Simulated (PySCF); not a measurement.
**Orbital picture of AlAs**

ωB97M-V at R = 2.539 Å; basis Al def2-TZVPPD, As def2-TZVPPD; no relativity; PySCF 2.14. State: ³Σ⁻ (triplet), unpaired electrons π ↑↑. Only the outer orbitals are listed, counted within each symmetry.

```tsv
spin	orbital	occ.	ε (eV)	on Al (%)	main shells (%)
α	10σ	1	-18.85	7	92 As s
α	11σ	1	-11.49	67	66 Al s, 27 As p
α	5π	1	-8.75	10	89 As p
α	5π	1	-8.75	10	89 As p
α	12σ	1	-7.51	53	44 As p, 29 Al p, 22 Al s
α	6π	0	0.05	91	88 Al p
α	6π	0	0.05	91	88 Al p
β	10σ	1	-16.84	12	87 As s
β	11σ	1	-11.10	72	72 Al s, 20 As p
β	12σ	1	-7.15	51	45 As p, 34 Al p, 15 Al s
β	5π	0	-1.52	49	52 As p, 42 Al p
β	5π	0	-1.52	49	52 As p, 42 Al p
β	6π	0	0.58	69	54 Al p, 26 As p, 14 Al d
```

Question: Which are the highest filled and the lowest empty level, where do they sit, and how wide is the gap?

Answer: Highest filled β 12σ at -7.15 eV (in %: 45 As p, 34 Al p, 15 Al s); lowest empty β 5π at -1.52 eV (in %: 52 As p, 42 Al p); the gap at ωB97M-V is 5.63 eV.

```json
{
 "bond order (Mayer)": "1.25",
 "⟨S²⟩": "2.004",
 "charge on Al (Mulliken, basis-dependent)": "0.16",
 "charge on Al (Löwdin, basis-dependent)": "-0.08",
 "dipole moment (positive dipole means Al(−)As(+))": "-1.31 D"
}
```

Spin–orbit coupling is left out. The state is the lowest determinant that a PBE0 search found; another state may lie lower at other levels.
